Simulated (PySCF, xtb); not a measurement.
O2Zr, SMILES [O]=[Zr]=[O] (connectivity only; charge and spin as stated), charge +1, multiplicity 2.

Harmonic wavenumbers (cm⁻¹) from GFN2-xTB run with xtb at its own minimum, in rising order: 161, 634, 681.

Q: What does PBE-D3(BJ)/def2-TZVP (PySCF 2.14.0) give at its own minimum? (Estimate from the structure and the level; the computed values follow.)

A: 185, 510, 886. Paired by order, the mean absolute difference is 118 cm⁻¹ and the zero-point energies are 2.1 and 2.3 kcal/mol.
